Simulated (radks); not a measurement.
Results of a calculation; reference values are marked as such.
Initial-state core-level shifts of the holmium ion Ho2+ when its valence configuration changes from [Xe] 4f11. Level of theory: scalar-relativistic Kohn-Sham, PBEsol, spin-polarised, spherical densities, point nucleus; open shells are filled with parallel spins first (spin-orbit coupling, left out, can overturn this in heavy ions) (a radial shooting solver on a logarithmic mesh with Libxc functionals). Shifts are changes of the shell-averaged eigenvalues in eV (positive: less bound).

valence	1s	3p	5s	5p
4f10.5 6s0.5	-4.364	-4.973	-3.188	-2.747
4f10 5d1	-6.511	-7.792	-3.809	-3.076
4f9 6s2	-19.903	-22.853	-13.622	-11.662
4f10 6s1	-9.141	-10.450	-6.520	-5.597
4f9 6s1 6p1	-21.016	-23.970	-14.697	-12.689
4f10.5 6p0.5	-5.033	-5.629	-3.868	-3.404
4f9 5d1 6p1	-18.051	-20.966	-11.803	-10.026
4f9 5d2	-13.894	-16.775	-7.665	-6.128
4f10.5 5d0.5	-3.133	-3.732	-1.889	-1.534
